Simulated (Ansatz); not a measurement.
`O[SiH2][SiH2]Br` → `O[SiH]` + `[SiH3]Br` at 298.15 K and 1 bar (silylene formation by 1,1-elimination).

Isolated molecules relaxed with PBE0-D4/def2-TZVP in Ansatz; ΔE leaves out vibrations. CCSD(T)/CBS adds triple-zeta CCSD(T) − MP2 to the extrapolated MP2 energy (def2 sets, frozen cores). This one scheme is used for every species. For Br outer-core shells are correlated without core-valence functions, which leaves a few kJ/mol of doubt a bond. Scalar relativity is left out up to krypton. Each species was taken in one conformer, which may not be the lowest.

```csv
species,CCSD(T)/CBS energy (Eh),H − E (kJ/mol),S (J/(mol·K))
`O[SiH2][SiH2]Br`,-3229.74135,151.9,362.6
`O[SiH]`,-365.43832,65.7,241.9
`[SiH3]Br`,-2864.23411,79.2,262.6
```

H − E and S are ideal-gas, rigid-rotor, harmonic terms from PBE0-D4/def2-TZVP, for one conformer and one mirror image of each species. 1 Eh = 2625.50 kJ/mol, R = 8.31446 J/(mol·K).

By hand: ΔE, ΔH, ΔS and ΔG.

ΔE = (-365.43832) + (-2864.23411) − (-3229.74135) = 0.06892 Eh = 180.9 kJ/mol. Δ(H − E) = 65.7 + 79.2 − 151.9 = -7.0, so ΔH = 173.9 kJ/mol. ΔS = 241.9 + 262.6 − 362.6 = 141.9 J/(mol·K). ΔG = 173.9 − 298.15 × (141.9)/1000 = 131.6 kJ/mol.

By hand: the equilibrium constant, and the temperature at which ΔG would vanish if ΔH and ΔS stayed fixed.

log₁₀ K = −ΔG/(RT ln 10) = -23.1. ΔG = 0 at ΔH/ΔS = 1226 K.

The number of gas molecules changes by +1, which sets the sign of ΔS. A doubt of 5 kJ/mol in ΔE shifts log₁₀ K by 0.9 here. Other conformers and mirror images would add mixing entropy, several J/(mol·K) or more a flexible species. Modes under 60 cm⁻¹, often nearly free rotors, make the harmonic entropy too high. These are equilibria of isolated gas molecules and say nothing of rates. Largest T1 diagnostic: 0.016 (customary marks: 0.02 for closed shells, 0.045 for open ones).
